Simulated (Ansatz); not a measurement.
A CCSD(T) single point on C₂H₆BFOS.

```yaml
crystal:
  periodic: [false, false, false]
  atoms:
    - {symbol: B, position_ang: [-1.132908, -1.458323, -1.132022]}
    - {symbol: C, position_ang: [-0.538212, -0.219847, -0.368120]}
    - {symbol: O, position_ang: [-1.279438, 0.522441, 0.403884]}
    - {symbol: F, position_ang: [-2.496091, -1.382444, -1.372690]}
    - {symbol: S, position_ang: [1.146631, 0.032816, -0.482838]}
    - {symbol: C, position_ang: [1.510134, 1.144252, 0.888117]}
    - {symbol: H, position_ang: [-0.419119, -1.744896, -2.078384]}
    - {symbol: H, position_ang: [-0.820842, -2.242528, -0.207859]}
    - {symbol: H, position_ang: [-0.770526, 1.178052, 0.903287]}
    - {symbol: H, position_ang: [1.057430, 2.129952, 0.753694]}
    - {symbol: H, position_ang: [1.228693, 0.705494, 1.847161]}
    - {symbol: H, position_ang: [2.591349, 1.279932, 0.879771]}
basis:
  gaussian: {orbitals: def2-TZVPP}
correlation: {method: ccsd_t}
```

```sh
$ ansatz run in.yaml --threads 4 --pin off --events-out ev --progress --plain --max-ram 10444MiB
```

The program prints (abridged):

```
Functional definition: HF
1692 factors; integrals over basis functions are off by at most 1.6e-3 eV
mean field evaluation 1: about -18386.6502 eV, gradient 4.1e1 eV
mean field evaluation 2: about -18386.9646 eV, gradient 4.1e1 eV
mean field evaluation 4: about -18391.0058 eV, gradient 5.2e0 eV
mean field evaluation 8: about -18391.1126 eV, gradient 5.2e-1 eV
mean field evaluation 16: about -18391.1150 eV, gradient 1.9e-6 eV
mean field -18391.11495692 eV, -675.8610087213 hartree, gradient 1.9e-6 eV, S^2 0.000000; 0 other end points of the search recorded, 0 dependent functions left out
10 core orbitals not correlated: weight in the atoms' cores, before any rotation towards them, 1.000 or more for the frozen orbitals, at most 0.000 for the correlated occupied ones
reference -18391.11495692 eV, -675.8610087213 hartree; 18, 18 occupied and 253, 253 virtual orbitals, 1692 factors
second order -30.28435361 eV of doubles, -0.00000000 eV of singles
cycle   1  -30.56416622 eV  change   -2.8e-1 eV  update   1.3e-1
cycle   2  -31.30977082 eV  change   -7.5e-1 eV  update   4.0e-2
cycle   3  -31.49981483 eV  change   -1.9e-1 eV  update   2.4e-2
cycle   4  -31.48244037 eV  change    1.7e-2 eV  update   7.4e-3
cycle   5  -31.47509888 eV  change    7.3e-3 eV  update   4.1e-3
cycle   6  -31.47666272 eV  change   -1.6e-3 eV  update   1.4e-3
cycle   7  -31.47652847 eV  change    1.3e-4 eV  update   7.3e-4
cycle   8  -31.47612207 eV  change    4.1e-4 eV  update   2.8e-4
cycle   9  -31.47619873 eV  change   -7.7e-5 eV  update   1.5e-4
cycle  10  -31.47633046 eV  change   -1.3e-4 eV  update   6.2e-5
cycle  11  -31.47624966 eV  change    8.1e-5 eV  update   2.4e-5
cycle  12  -31.47626253 eV  change   -1.3e-5 eV  update   1.3e-5
perturbative correction -1.30599265 eV, -0.0479943447 hartree
Total energy: -18423.89721210 eV, -677.0657343786 hartree
```

Run time 7.5 min (4 threads of an Arm Neoverse V1 on a shared host); peak host memory 8.5 GiB.

Correlation energy per correlated electron: -0.911 eV. T1 diagnostic: 0.0164.
